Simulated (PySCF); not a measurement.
Molecule: SMILES BO[C@@H](F)CC, C3H8BFO.

Molfile (atoms numbered from 1):
```
C3H8BFO
     RDKit          3D

 14 13  0  0  0  0  0  0  0  0999 V2000
    2.1232   -0.8007    0.3928 B   0  0  0  0  0  0  0  0  0  0  0  0
    1.1832   -0.4977   -0.5220 O   0  0  0  0  0  0  0  0  0  0  0  0
    0.4708    0.7018   -0.5087 C   0  0  1  0  0  0  0  0  0  0  0  0
    0.8827    1.4305   -1.5823 F   0  0  0  0  0  0  0  0  0  0  0  0
   -1.0107    0.4352   -0.6192 C   0  0  0  0  0  0  0  0  0  0  0  0
   -1.5741   -0.3418    0.5573 C   0  0  0  0  0  0  0  0  0  0  0  0
    2.6773   -1.8661    0.2761 H   0  0  0  0  0  0  0  0  0  0  0  0
    2.3666   -0.0204    1.2892 H   0  0  0  0  0  0  0  0  0  0  0  0
    0.7274    1.2729    0.4041 H   0  0  0  0  0  0  0  0  0  0  0  0
   -1.5078    1.4129   -0.7196 H   0  0  0  0  0  0  0  0  0  0  0  0
   -1.1707   -0.1065   -1.5654 H   0  0  0  0  0  0  0  0  0  0  0  0
   -1.4268    0.1964    1.5075 H   0  0  0  0  0  0  0  0  0  0  0  0
   -1.0944   -1.3277    0.6495 H   0  0  0  0  0  0  0  0  0  0  0  0
   -2.6540   -0.5082    0.4362 H   0  0  0  0  0  0  0  0  0  0  0  0
  1  2  1  0
  2  3  1  0
  3  4  1  0
  3  5  1  0
  5  6  1  0
  1  7  1  0
  1  8  1  0
  3  9  1  1
  5 10  1  0
  5 11  1  0
  6 12  1  0
  6 13  1  0
  6 14  1  0
M  END
```

Geometry PBE0-D3(BJ)/def2-SVP throughout; GIAO in PySCF 2.14, gas phase, one conformer, non-relativistic; equivalent atoms averaged; basis pcSseg-1.

**Question.** How do the shifts δ (against BF3·OEt2, H2O, TMS, CFCl3 at the same level) depend on the functional? (a selection of nuclei; ppm; last column core-seconds on 1 thread of an Arm Neoverse V1, shared host)

**Answer.** 
```csv
functional,kind,B1,O2,C3,C6,F4,H9,H11,H10,H12/H13/H14,core-s
PBE0,global hybrid,48.2,271.9,119.9,9.5,-128.5,5.20,1.84,1.64,0.86,12
mPW1PW91,global hybrid,47.9,268.8,119.7,9.7,-128.8,5.21,1.85,1.64,0.86,12
WP04,global hybrid,45.8,239.1,121.9,12.1,-131.5,5.20,1.89,1.64,0.89,13
B97-2,global hybrid,45.8,260.4,118.3,10.2,-128.7,5.22,1.84,1.64,0.87,12
BHandHLYP,global hybrid,49.0,253.5,116.2,9.8,-116.4,5.05,1.87,1.61,0.90,12
CAM-B3LYP,range-separated hybrid,50.0,274.4,121.6,9.4,-120.2,5.19,1.87,1.65,0.88,16
wB97X-D,range-separated hybrid,46.7,257.5,119.4,9.8,-124.2,5.18,1.85,1.61,0.87,16
LC-wPBE,range-separated hybrid,49.6,256.7,119.4,9.1,-113.5,5.17,1.87,1.60,0.86,24
```

**Question.** Which nucleus among those listed moves most, in ppm?

**Answer.** O2 (oxygen bonded to C, B): from 239.1 ppm with WP04 to 274.4 ppm with CAM-B3LYP. The smallest spread is 0.04 ppm, at H11. Proton shifts span only some 12 ppm, so a few tenths of a ppm matter as much there as several ppm in carbon.
